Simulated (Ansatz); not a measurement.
cyclopentasilane (H10Si5), singlet, geometry from GFN2-xTB; WB97X/6-31G* run with Ansatz (an electronic-structure program).

Input for Ansatz:
Ansatz 0.2 input:
```yaml
crystal:
  periodic: [false, false, false]
  atoms:
    - {symbol: Si, position_ang: [0.89417552, 1.27504538, 1.23383194]}
    - {symbol: Si, position_ang: [1.84705489, -0.65518290, 0.32696139]}
    - {symbol: Si, position_ang: [0.23760211, -1.69522418, -1.00879286]}
    - {symbol: Si, position_ang: [-1.70023993, -0.39230054, -0.95029712]}
    - {symbol: Si, position_ang: [-1.27859856, 1.46770474, 0.39832196]}
    - {symbol: H, position_ang: [0.89674347, 1.22968577, 2.70132679]}
    - {symbol: H, position_ang: [1.69637423, 2.46618182, 0.93006335]}
    - {symbol: H, position_ang: [2.33852119, -1.55641725, 1.37625952]}
    - {symbol: H, position_ang: [3.05646552, -0.34046095, -0.44354549]}
    - {symbol: H, position_ang: [-0.02599594, -3.06728188, -0.55816686]}
    - {symbol: H, position_ang: [0.71891426, -1.87649521, -2.38377269]}
    - {symbol: H, position_ang: [-2.84572076, -1.16314357, -0.45121847]}
    - {symbol: H, position_ang: [-2.12116492, 0.00564146, -2.29909414]}
    - {symbol: H, position_ang: [-1.45003107, 2.71786551, -0.35222064]}
    - {symbol: H, position_ang: [-2.26402256, 1.58382923, 1.48001450]}
basis:
  gaussian:
    orbitals: 6-31G*
hamiltonian:
  xc: {name: wB97X}
```

The log (banner, timings and long lists left out):

```
Functional definition: wB97X
1145 factors; integrals over basis functions are off by at most 8.0e-4 eV
405 factors; integrals over basis functions are off by at most 1.8e-6 eV
mean field evaluation 1: about -39547.3268 eV, gradient 1.0e1 eV
mean field evaluation 2: about -39547.9115 eV, gradient 2.6e0 eV
mean field evaluation 4: about -39547.9616 eV, gradient 1.5e-1 eV
mean field evaluation 8: about -39548.1337 eV, gradient 2.7e-3 eV
mean field -39548.13366904 eV, -1453.3671056494 hartree, gradient 3.6e-5 eV, S^2 0.000000; 0 other end points of the search recorded, 0 dependent functions left out
reference -39548.13362572 eV, -1453.3671040573 hartree; 40, 40 occupied and 75, 75 virtual orbitals, 1145 factors
Total energy: -39548.13362572 eV, -1453.3671040573 hartree
```
